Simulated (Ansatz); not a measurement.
`N[SiH2]C=S` + `[CH3][Cd][SH]` → `S=C[SiH2]S` + `[CH3][Cd][NH2]`  (redistribution)

Computed with Ansatz on PBE0-D4/def2-TZVP structures; ΔE is electronic, products minus reactants. CCSD(T)/CBS is the MP2 limit (def2-TZVPP, def2-QZVPP) plus CCSD(T) − MP2 in def2-TZVPP, frozen cores. Functionals use def2-TZVPP. def2 core potentials past Kr. For Cd outer-core shells are correlated without core-valence functions, which leaves a few kJ/mol of doubt a bond. Each species was taken in one conformer, which may not be the lowest.

| level | ΔE (eV) |
| --- | --- |
| CAM-B3LYP-D4 | 1.04 |
| LC-ωPBE | 1.01 |
| HF/def2-SVP | 1.29 |
| MP2/def2-TZVPP | 0.93 |

Problem. What does CCSD(T)/CBS give? (An estimate is asked.)

Solution. Ansatz gave: +1.00 eV. The listed levels differ from it by 0.04, 0.01, 0.29, -0.07 eV.

Largest T1 diagnostic among the species: 0.014.

From r2SCAN to r2SCAN0 (25 % exact exchange), in def2-TZVPP and without D4, ΔE moves by +0.08 eV. In def2-TZVPP, CCSD(T) changes the Hartree–Fock value by −0.30 eV (the triples alone add −0.04 eV) and MP2 by −0.33 eV. Leaving LDA and LC-ωPBE aside and taking each functional with its dispersion term where it has one, the values, not all of them listed here, spread over 0.24 eV, from revPBE-D4 to BHLYP-D4. LDA lies +0.07 eV from PBE without D4.
